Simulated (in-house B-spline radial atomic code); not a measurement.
Settings and results of a run for P III (P2+) (an excited or competing configuration). Method: Dirac-Hartree-Fock, average of configuration, Fermi nucleus of rms radius 3.1889 fm. Calculated with a B-spline radial code for spherical atoms.

Command:
```bash
python run_scf.py task.json out
```
Settings (nuclear radius in fm, mass in u):
```
Z                15
configuration    [Ne] 3s1 3p1 4f1
hamiltonian      dirac
method           hf
spin_polarised   False
nucleus          fermi
rms_radius       3.1889
atomic_mass      30.97376
speed_of_light   137.035999084
```

Output (hartree, bohr):
```
 radial grid: 74 intervals, B-splines of order 8, outer radius 38.5185 bohr

 iter        energy (Eh)    residual
    1       -338.4502294    2.61e-01
    2       -339.3083965    7.12e-02
    3       -339.3636418    2.51e-02
    4       -339.3707994    8.77e-03
    5       -339.3717507    2.64e-03
    6       -339.3718415    4.28e-05
    7       -339.3718415    2.46e-06
    8       -339.3718415    4.98e-08

 total energy                     -339.371842
 kinetic                            341.06756
 electron-nucleus                  -795.72038
 electron-electron                  115.28098

 first-order corrections (not in the total)
   Gaunt                            0.07477
   retardation                     -0.00522
   frequency dependence            -0.00005
   self-energy                      0.04874
   Uehling                         -0.00311
   Wichmann-Kroll                   0.00001
   recoil                           0.00504

 orbital      occ     eigenvalue          <r>       <r^2>       <1/r>     <1/r^3>     <1/r^2>       r_max    small
 1s1/2      2.000      -81.53556     0.103398   0.0143888     14.6598           -     436.306     0.06768  2.84e-03
 2s1/2      2.000       -8.81599     0.513075    0.312821     2.85292           -     33.9236      0.4167  4.25e-04
 2p1/2      2.000       -6.69904     0.479686    0.287145      2.7291           -     10.5202      0.3541  3.97e-04
 2p3/2      4.000       -6.66354     0.481759    0.289475     2.71355     62.6466     10.3369      0.3557  3.95e-04
 3s1/2      1.000       -1.72925      1.67747     3.20247    0.805243           -     3.80993       1.471  7.06e-05
 3p1/2      0.333       -1.32449       1.8578     3.96646    0.713835           -     1.13681       1.611  5.91e-05
 3p3/2      0.667       -1.32131      1.86193     3.98365    0.711835     5.69261     1.12194       1.615  5.89e-05
 4f5/2      0.429       -0.28390      5.88162     38.5808    0.192412   0.0112556   0.0427272       5.227  7.89e-06
 4f7/2      0.571       -0.28390      5.88166     38.5812     0.19241   0.0112549   0.0427261       5.228  7.89e-06
```

Run time, properties included: 1.4 s on 1 thread of Arm Neoverse N1, on a shared host.

For the Dirac Hamiltonian the kinetic term is c α·p + (β - 1)c².
